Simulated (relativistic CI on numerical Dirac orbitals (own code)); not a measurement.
**Inner-shell lines of Cr11+**

Calculated at this level of theory: Dirac-Coulomb-Breit CI, separate exchange-only KLI orbitals for each configuration, model QED (radiative potential, 1s self-energy scaled to tabulated hydrogen-like ionisation energies), valence Slater integrals scaled by 0.9 (own radial code, finite nucleus).

Configurations in the expansion (outside the closed core 1s2 2s2): 2p6.3s2.3p, 2p5.3s2.3p.3d, 2p5.3s2.3p.4s, 2p5.3s2.3p.4d, 2p5.3s.3p2.4s, 2p6.3s.3p2. Levels of other configurations are missing.

The table holds the strongest lines. The upper levels have an inner-shell vacancy. Auger decay, open to those above the ionisation limit, is not computed, and radiative decays to configurations outside the model are missing too. Absolute energies can be off by a few tenths of a per cent, so close lines can change order. LS names give the leading component, which can be well under half, for lower levels too. Brackets number the levels in order of energy.

```
E (eV)                       Upper                   Lower   A (s⁻¹)  gA (s⁻¹)
630.18   2p5.3s2.3p.3d 4D_5/2 [40]  2p6.3s2.3p 2P°_3/2 [2]  8.63e+11  5.18e+12
633.21   2p5.3s2.3p.3d 2P_1/2 [44]  2p6.3s2.3p 2P°_1/2 [1]  2.89e+12  5.78e+12
634.16   2p5.3s2.3p.3d 4D_3/2 [51]  2p6.3s2.3p 2P°_3/2 [2]  2.58e+12  1.03e+13
635.78   2p5.3s2.3p.3d 2D_5/2 [53]  2p6.3s2.3p 2P°_3/2 [2]  9.21e+11  5.53e+12
640.69   2p5.3s2.3p.3d 2D_5/2 [67]  2p6.3s2.3p 2P°_3/2 [2]  7.16e+12  4.29e+13
641.64   2p5.3s2.3p.3d 2D_3/2 [65]  2p6.3s2.3p 2P°_1/2 [1]  1.22e+13  4.88e+13
642.20   2p5.3s2.3p.3d 2P_1/2 [66]  2p6.3s2.3p 2P°_1/2 [1]  7.63e+12  1.53e+13
642.24   2p5.3s2.3p.3d 2P_3/2 [68]  2p6.3s2.3p 2P°_3/2 [2]  9.39e+12  3.76e+13
643.60   2p5.3s2.3p.3d 2P_1/2 [69]  2p6.3s2.3p 2P°_3/2 [2]  1.20e+13  2.40e+13
645.37   2p5.3s2.3p.3d 2D_3/2 [70]  2p6.3s2.3p 2P°_3/2 [2]  3.40e+12  1.36e+13
645.70   2p5.3s2.3p.3d 2D_5/2 [71]  2p6.3s2.3p 2P°_3/2 [2]  4.15e+12  2.49e+13
648.02   2p5.3s2.3p.3d 2P_1/2 [73]  2p6.3s2.3p 2P°_1/2 [1]  4.08e+12  8.17e+12
753.15  2p5.3s2.3p.4d 2P_3/2 [159]  2p6.3s2.3p 2P°_3/2 [2]  1.53e+12  6.12e+12
754.02  2p5.3s2.3p.4d 4P_1/2 [165]  2p6.3s2.3p 2P°_3/2 [2]  2.79e+12  5.59e+12
754.06  2p5.3s2.3p.4d 2D_5/2 [166]  2p6.3s2.3p 2P°_3/2 [2]  1.15e+12  6.91e+12
759.91  2p5.3s2.3p.4d 2D_3/2 [183]  2p6.3s2.3p 2P°_1/2 [1]  2.27e+12  9.09e+12
760.69  2p5.3s2.3p.4d 2P_1/2 [186]  2p6.3s2.3p 2P°_1/2 [1]  2.97e+12  5.93e+12
761.34  2p5.3s2.3p.4d 2P_3/2 [200]  2p6.3s2.3p 2P°_3/2 [2]  2.31e+12  9.25e+12
761.73  2p5.3s2.3p.4d 2D_5/2 [205]  2p6.3s2.3p 2P°_3/2 [2]  2.85e+12  1.71e+13
762.12  2p5.3s2.3p.4d 2S_1/2 [208]  2p6.3s2.3p 2P°_3/2 [2]  3.04e+12  6.07e+12
```
